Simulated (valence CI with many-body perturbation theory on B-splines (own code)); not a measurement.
## Questions on Pm XLVII

Level of theory: relativistic CI+MBPT: five valence electrons over a frozen Dirac-Fock core [Ne], radial functions for each j: 9 s, 9 p, 8 d, 6 f, 3 g, 1 h, with the one-electron correlation potential Σ1, the two-electron term Σ2, the three-electron term Σ3, Breit, model QED; selected CI, second order for the rest, scaled by the run's own slope (own B-spline code, finite nucleus).

No measured spectrum was set against this ion. As an estimate, large intervals hold to a few tenths of a per cent, small ones and those within an open d or f shell to about a per cent. Among the levels kept, up to 1200 cm⁻¹ of a level comes from second order outside the variational space, and about a tenth of that is noise between levels of different J, which matters for small intervals.

Levels are named by their leading jj configuration (3d3/2^4 stands for four electrons in 3d with j = 3/2), which in mixed levels can hold well under half, so a name can repeat and another be missing.

Rates and lifetimes use the calculated energies. Strong lines usually hold to 10 to 20 %, long lifetimes can be off by a factor of two.

Question: What is the ground level?

Answer: (3s^2 3p1/2^2 3p3/2) J=3/2, composition 46 % 3s2 3p3 2P° + 27 % 3s2 3p3 4S° + 26 % 3s2 3p3 2D°, g = 1.369.

Question: What is the ionisation energy?

Answer: 3817.8 eV; NIST lists 3816 ± 4 eV (theoretical).

Question: How well does LS coupling describe the low levels?

Answer: Among the lowest 20 levels the leading LS term, summed over configurations, holds 52 % on average. For single configurations the figures are 50 % in LS and 87 % in jj coupling. Terms mix most in the J = 5/2 level at 16.083 Ry, where the leading one holds 29 %.

Question: Name the longest-lived excited levels whose lifetime is computed, and their main decay.

Answer: (3s^2 3p1/2 3p3/2 3d5/2) J=9/2 at 25.851 Ry lives 3.21 μs, mostly by M1 to (3s^2 3p1/2 3p3/2 3d3/2) J=7/2; (3s^2 3p1/2 3p3/2^2) J=5/2 at 10.346 Ry lives 234 ns, mostly by M1 to (3s^2 3p1/2^2 3p3/2) J=3/2; (3s^2 3p1/2 3p3/2^2) J=1/2 at 11.217 Ry lives 64.2 ns, mostly by M1 to (3s^2 3p1/2^2 3p3/2) J=3/2.

Question: What are the static dipole polarisabilities of the lowest levels?

Answer: (3s^2 3p1/2^2 3p3/2) J=3/2 0.00718 (tensor 0.00058) bohr³, of which the core gives 0.000108.

Question: Where does the other parity begin?

Answer: At (3s^2 3p1/2^2 3d3/2) J=3/2, 13.129 Ry.

Question: Among levels below 33.341 Ry, which E1 lines absorb most strongly from the ground level?

Answer: to (3s^2 3p1/2 3p3/2 3d3/2) J=5/2 at 3.637 nm, f = 0.261; to (3s^2 3p1/2 3p3/2 3d3/2) J=3/2 at 3.569 nm, f = 0.174; to (3s^2 3p1/2 3p3/2 3d5/2) J=3/2 at 3.573 nm, f = 0.118.
